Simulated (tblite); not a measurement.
Species: C6H6O3Si.
SMILES with atom numbers: `[O:1]=[C:2]1[CH:3]=[CH:4][C:5]([O:6][SiH3:7])=[CH:8][C:9]1=[O:10]` (hydrogens: H11 on C3; H12 on C4; H13, H14, H15 on Si7; H16 on C8)

Cartesian coordinates in Å at the GFN2-xTB level; atoms count from 1:
```xyz
16
C6H6O3Si angstrom
O     -3.7208    0.0860    0.4990
C     -2.5236    0.1567    0.3456
C     -1.7953    1.4324    0.3433
C     -0.4692    1.4892    0.1718
C      0.3303    0.2901   -0.0227
O      1.6327    0.5000   -0.1790
Si     2.9197   -0.4950   -0.4260
C     -0.2509   -0.9313   -0.0357
C     -1.6776   -1.1155    0.1405
O     -2.2136   -2.2045    0.1335
H     -2.3904    2.3226    0.4871
H      0.0672    2.4277    0.1704
H      3.0533   -1.4141    0.7018
H      3.9540    0.5232   -0.4888
H      2.7343   -1.2361   -1.6716
H      0.3423   -1.8225   -0.1805
```

Calculated harmonic vibrations of the isolated species, GFN2-xTB (tblite), most abundant isotopes, no scaling. This tight-binding method is rough: wavenumbers can miss measured ones by several per cent, in bad cases by 10 to 20. Modes of hydrogen on silicon can be 10 to 20 % off. One conformer, not necessarily the lowest.

Harmonic wavenumbers (cm⁻¹): 38.8, 75.4, 105.0, 112.0, 168.6, 267.4, 307.2, 325.2, 413.0, 418.9, 473.9, 537.8, 586.3, 598.9, 615.4, 667.7, 741.5, 742.3, 748.5, 784.3, 791.9, 808.4, 844.1, 865.7, 931.5, 958.2, 1085.9, 1151.3, 1221.3, 1253.7, 1266.3, 1354.1, 1576.9, 1640.0, 1685.5, 1716.0, 2272.8, 2291.8, 2362.5, 3077.0, 3086.1, 3090.6.

A = 2725, B = 657.3, C = 532.8 MHz; mass 154.009 u (most abundant isotopes); point group Cs, symmetry number 1.

Problem. What is the zero-point energy?

Solution. Half the sum of the wavenumbers: 22030 cm⁻¹ = 263.54 kJ/mol.

Problem. Give the ideal-gas entropy at 273.15 K and 1 bar in the rigid-rotor, harmonic-oscillator model (classical rotation).

Solution. Translation 169.86, rotation 125.26, vibration 113.11: S = 408.2 J/(mol K).

Problem. And Cp and H(273.15 K) − H(0)?

Solution. Cp = 155.01 J/(mol K), of which vibrations give 121.76 (their classical limit is 42 R = 349.2); H(273.15 K) − H(0) = 25.45 kJ/mol without the zero-point energy, 16.37 from vibrations.

Problem. What must be added to the electronic energy to get the Gibbs energy at 273.15 K and 1 bar?

Solution. ZPE + [H(273.15 K) − H(0)] − T·S = 263.54 + 25.45 − 111.51 = 177.48 kJ/mol.

Problem. Blend soft modes into free rotors: weight 1/[1 + (100 cm⁻¹/ν̃)⁴] for the oscillator and the rest for a rotor with moment μB/(μ + B), μ = h/(8π²ν), B = 10⁻⁴⁴ kg m². What vibrational entropy results?

Solution. 103.26 J/(mol K) in place of 113.11, which changes −T·S at 273.15 K by +2.69 kJ/mol.

Problem. How do the functions run with temperature in this model?

Solution. 
```
 T (K)  S (J/(mol K))  Cp (J/(mol K))  H − H(0) (kJ/mol)  G − H(0) (kJ/mol)  ln q(vib)
    50          253.4            56.2               2.14             -10.53       0.62
   100          298.9            76.9               5.48             -24.40       1.88
298.15          422.3           165.8              29.46             -96.44       7.06
373.15          462.7           194.8              43.01            -129.64       9.04
   500          525.4           233.5              70.30            -192.38      12.36
   750          630.4           283.3             135.48            -337.31      18.56
  1000          716.3           313.1             210.33            -505.99      24.17
```

q(vib) and H(0) count from the zero-point level.

Hindered rotation and anharmonicity are outside this model. Other conformers, if any are populated, would add a mixing term that is left out.

Time: 1.1 s. Hardware: one thread, Arm Neoverse N1 (aarch64), shared host. This covers the Hessian and the dipole derivatives.
